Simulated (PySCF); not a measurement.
hydrogen chloride (HCl), SMILES Cl. Heavy atoms are numbered as in [ClH:1]. Hydrogens are named by the atom that carries them.

The structure is a stationary point at B3LYP-D3(BJ)/def2-TZVP.

Calculation: PBE/pcSseg-2 run with PySCF.

GIAO shieldings, no solvent; atoms alike by connectivity are averaged. δ = σ(ref) − σ: ¹H against TMS (σ = 31.47 ppm), references at their B3LYP-D3(BJ)/def2-TZVP geometries, non-relativistic (without spin–orbit terms, shifts of atoms bonded to Cl or Br come out too high).

Computed chemical shifts:
| nucleus | atoms | count | δ (ppm) |
|---|---|---|---|
| ¹H | H on Cl1 | 1 | 0.49 |
